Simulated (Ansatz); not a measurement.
Reaction (cleavage of the Ge–B bond): `N[B]([GeH3])CF` + `NC=O` → `O=C[NH][GeH3]` + `NBCF`

Calculated with Ansatz (gas phase, PBE0-D4/def2-TZVP geometries, no zero-point term in ΔE). CBS: MP2 limit from def2 TZ/QZ plus the TZ coupled-cluster correction, frozen cores. This one scheme is used for every species. DFT in def2-TZVPP. B3LYP here is the variant with VWN-RPA as its local correlation; programs differ in this. For Ge outer-core shells are correlated without core-valence functions, which leaves a few kJ/mol of doubt a bond. Scalar relativity is left out up to krypton. One conformer a species, not always the lowest.

Task: Is it downhill or uphill in electronic energy at CCSD(T)/CBS, and by how much? (An estimate is asked.)

Result: Computed: Downhill: ΔE = -7.7 kcal/mol.

Task: What do these levels give: PBE-D4, r2SCAN, B3LYP, HF/def2-TZVPP, HF/def2-QZVPP, CCSD/CBS(def2)? (Estimate.)

Result: Computed: PBE-D4 -4.6, r2SCAN -6.7, B3LYP -7.4, HF/def2-TZVPP -11.2, HF/def2-QZVPP -11.6, CCSD/CBS(def2) -7.8 kcal/mol.

Largest T1 diagnostic among the species: 0.016.

In def2-TZVPP, CCSD(T) changes the Hartree–Fock value by +2.9 kcal/mol (the triples alone add +0.1 kcal/mol) and MP2 by +2.1 kcal/mol. From PBE to PBE0 (25 % exact exchange), in def2-TZVPP and without D4, ΔE moves by −0.8 kcal/mol.
